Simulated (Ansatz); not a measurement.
Na7Li2⁻, relaxed as a singlet with RKS PBE/def2-SVPD in Ansatz, starting from the GFN1-xTB geometry. Force threshold 0.02 eV/Å.

The restricted singlet is unstable towards broken spin symmetry in Hartree–Fock (as tested in another run); at PBE/def2-SVPD this wasn't settled. The structure comes from a short search, and lower isomers may exist.

Start:

```xyz
9

Li    1.850    2.244   -4.409
Li    0.582    0.389    0.203
Na    2.195   -0.273    1.983
Na   -0.629   -1.102   -0.022
Na    0.918    0.359   -1.881
Na   -0.376   -1.631   -0.738
Na   -0.801    0.440    1.339
Na    0.589    0.100    0.687
Na   -4.328   -0.525    2.837
```

```
step  energy (eV)  largest force component (eV/Å)  SCF passes
   1  -31112.3693                         459.355          64
   2  -31241.2194                          58.539          41
   3  -31254.7052                          37.875          31
   4  -31268.3459                          17.562          28
   5  -31276.3865                           7.980          29
   6  -31277.2507                           7.229          24
   7  -31277.8611                           6.596          30
   8  -31278.4865                           5.837          25
   9  -31279.3053                           4.905          25
  10  -31280.2849                           4.066          28
  11  -31282.4326                           3.058          29
  13  -31286.4163                           1.636          28
  15  -31288.5711                           0.808          28
  17  -31289.4757                           0.388          23
  19  -31289.8305                           0.154          23
  21  -31290.0440                           0.091          23
  23  -31290.1490                           0.064          24
  25  -31290.2240                           0.069          23
  27  -31290.3002                           0.083          23
  29  -31290.3641                           0.064          23
  31  -31290.3825                           0.020          23
  33  -31290.3858                           0.009          22
  35  -31290.3882                           0.017          22
```

Force components are those of the run's own axes.

End:

Cartesian coordinates in Å:
```
Li 3.101 1.558 -2.397
Li 0.572 1.310 -0.523
Na 3.061 -0.169 0.523
Na -2.262 -0.456 -0.637
Na 0.445 -0.463 -3.046
Na 0.375 -2.469 -0.077
Na -1.873 2.444 1.174
Na -0.048 -0.193 2.390
Na -3.371 -1.561 2.593
```

Bonds lost: Li2–Na6, Na3–Na4, Na3–Na7, Na5–Na7, Na5–Na8, Na6–Na7 (atoms count from 1). Bonds formed: Li1–Na3, Na4–Na9, Na8–Na9 (atoms count from 1).

The force fell under the threshold at step 32, but the optimiser went on and released 0.003 eV more. No frequencies were taken in this run, so the end may be a saddle point.

Run time 99 s (4 threads of Arm Neoverse V2 on a shared host).
